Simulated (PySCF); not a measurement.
Species: C5H7FNO (charge +1).
Numbering: `[CH3:1][n+:2]1[cH:3][o:4][cH:5][c:6]1[CH2:7][F:8]` (hydrogens: H9, H10, H11 on C1; H12 on C3; H13 on C5; H14, H15 on C7)

The same species was optimised twice, with GFN2-xTB and with PBE0-D3(BJ)/def2-SVP (PySCF), and the same property calculations (PySCF, gas phase) were run on both structures.

| coordinate | GFN2-xTB | PBE0-D3(BJ)/def2-SVP | change |
| --- | --- | --- | --- |
| C1–N2 (Å) | 1.437 | 1.460 | +0.023 |
| O4–C5 (Å) | 1.339 | 1.357 | +0.018 |
| N2–C6 (Å) | 1.381 | 1.397 | +0.016 |
| C5–C6 (Å) | 1.364 | 1.356 | -0.008 |
| N2–C3 (Å) | 1.320 | 1.314 | -0.006 |
| C7–F8 (Å) | 1.366 | 1.363 | -0.003 |
| C3–O4 (Å) | 1.300 | 1.302 | +0.002 |
| C6–C7 (Å) | 1.492 | 1.491 | -0.001 |
| C1–N2–C3 (°) | 127.1 | 126.4 | -0.7 |
| C3–N2–C6 (°) | 107.1 | 107.8 | +0.7 |
| N2–C3–O4 (°) | 111.1 | 110.6 | -0.5 |
| C5–C6–C7 (°) | 131.4 | 131.9 | +0.5 |
| N2–C6–C5 (°) | 105.4 | 105.1 | -0.3 |
| C3–O4–C5 (°) | 107.8 | 108.0 | +0.2 |
| C6–C7–F8 (°) | 109.2 | 109.4 | +0.2 |
| O4–C5–C6 (°) | 108.7 | 108.5 | -0.2 |
| C5–C6–C7–F8 (°) | -128 | -125 | +3 |

Rotational constants: A = 3632, B = 1840, C = 1299 MHz (GFN2-xTB) against A = 3554, B = 1832, C = 1288 MHz (PBE0-D3(BJ)/def2-SVP). Point groups within 0.08 Å: C1 and C1.

On the GFN2-xTB structure: lowest singlet, TDDFT (eV) 6.12 [wB97X-D/def2-SVPD]; isotropic polarisability (au) 61.4 [wB97X-D/def2-SVPD]; HOMO (eV) -14.93 [wB97X-D/def2-SVPD]; LUMO (eV) -4.49 [wB97X-D/def2-SVPD].

Problem. What do these properties become on the PBE0-D3(BJ)/def2-SVP structure?

Solution. 
| property | level | on GFN2-xTB | on PBE0-D3(BJ)/def2-SVP | change |
| --- | --- | --- | --- | --- |
| lowest singlet, TDDFT (eV) | wB97X-D/def2-SVPD | 6.12 | 6.23 | +0.11 |
| isotropic polarisability (au) | wB97X-D/def2-SVPD | 61.4 | 61.8 | +0.4 |
| HOMO (eV) | wB97X-D/def2-SVPD | -14.93 | -15.00 | -0.07 |
| LUMO (eV) | wB97X-D/def2-SVPD | -4.49 | -4.44 | +0.05 |
| energy, GFN2-xTB geometry as zero (kcal/mol) | wB97X-D/def2-SVPD | 0.0 | -1.2 | -1.2 |

The heavy atoms differ by 0.024 Å rms after alignment. Among bonds between heavy atoms C1–N2 changes most (+0.023 Å). Changes are differences of the printed values. Neither structure is proved a minimum here. One conformer (not necessarily the lowest) at the PBE0-D3(BJ)/def2-SVP geometry, without solvent, vibrations or thermal averaging.

Shape of the structure used: `[CH3:1][n+:2]1[cH:3][o:4][cH:5][c:6]1[CH2:7][F:8]`: C5–C6–C7–F8 -125°.

The pairwise dispersion term of wB97X-D wasn't added to the energies; at a given geometry it leaves orbitals and properties as they are.
